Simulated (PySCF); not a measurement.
Species: C₅H₅F₃N (doublet state).
Geometry (GFN2-xTB, Å), atoms numbered from 1 in this order:
```
atom  x, y, z in Å
C1    -1.4291    0.3335   -1.1688
C2    -0.3821   -0.0098   -0.1755
C3     0.8856    0.4646   -0.2244
N4     1.7293    1.2205   -0.8797
C5     2.2312    0.5453    0.3177
C6    -0.7367   -0.9333    0.9544
F7    -2.0101   -1.3403    0.9104
F8    -0.5586   -0.3592    2.1608
F9     0.0221   -2.0472    0.9642
H10   -1.8076   -0.5703   -1.6504
H11   -1.0199    1.0053   -1.9170
H12   -2.2809    0.8049   -0.6747
H13    2.9256   -0.2745    0.1728
H14    2.4306    1.1600    1.1881
```

The hyperfine couplings belong to this conformer and change with its torsions.

As a line formula: `C[C](C1=NC1)C(F)(F)F` [radical].

Computed with UKS B3LYP, pcH-1 on C F H N, non-relativistic, mean-field spin-orbit, GIAO in PySCF 2.14.0. One conformer (not necessarily the lowest) at the GFN2-xTB geometry, without solvent, vibrations or thermal averaging. The geometry wasn't refined by DFT: couplings that depend on bond lengths, twists or pyramidal angles can differ widely from those at the functional's own minimum. Stability of the SCF solution: not tested. ⟨S²⟩ is 0.779 where a pure state has 0.75.

Task: What is the g tensor, term by term?

Result: 
| Δg (ppm) | 1 | 2 | 3 |
| --- | --- | --- | --- |
| relativistic mass correction | -198 | -198 | -198 |
| gauge correction | 0 | 37 | 43 |
| orbital Zeeman/spin–orbit | -60 | 1322 | 2646 |
| total | -258 | 1161 | 2490 |

So g = 2.00206, 2.00348, 2.00481 and g_iso = 2.00345; the tensor is rhombic: the two nearest values differ by 48 % of g3 − g1. Axes: g2 points within 1° of the C2–C6 bond and g3 points within 2° of the C3–C5 bond.

Task: What are the electron Larmor frequencies g μB B/h along the three axes at 1200 mT?

Result: 33.6256, 33.6494, 33.6718 GHz for g1, g2 and g3, a range of 46.2 MHz.

Task: What effective moment and Curie constant follow for a powder?

Result: With the mean of g² = 4.0138 and S(S+1) = 0.75: μ_eff = √(⟨g²⟩S(S+1)) = 1.735 μB and χT = 0.12505·⟨g²⟩·S(S+1) = 0.376 cm³ K/mol (cgs; spin-Hamiltonian part alone).

Task: At 9.712 GHz, how far is the centre of the isotropic spectrum from where a free electron (g = 2.002319) resonates?

Result: B = hν/(g μB) with μB/h = 13.99624 MHz/mT gives 346.55 mT for the free electron and 346.35 mT at g_iso, 0.20 mT lower.

Task: In a frozen sample, at which fields do the three g values resonate at 9.5, 34, 94 and 263 GHz (hyperfine left aside), and which band first spreads them over more than twice a line width of 1.0 mT?

Result: 
```tsv
band	GHz	B(g3) mT	B(g2) mT	B(g1) mT	spread mT
X	9.5	338.56	338.79	339.03	0.46
Q	34.0	1211.70	1212.50	1213.36	1.66
W	94.0	3349.99	3352.21	3354.59	4.60
J	263.0	9372.84	9379.06	9385.70	12.87
```

The spread grows in proportion to the frequency. W band is the first where it exceeds 2.0 mT.

The Mulliken spin populations are largest on C2 (+0.61), N4 (+0.58) and C3 (-0.22). The positive populations add up to 1.31 and the negative ones to -0.31, together 2S = 1. The angles at C2 add up to 360.0°, so it is planar.

The HOMO–LUMO gaps are 7.07 eV among the α and 3.87 eV among the β orbitals.
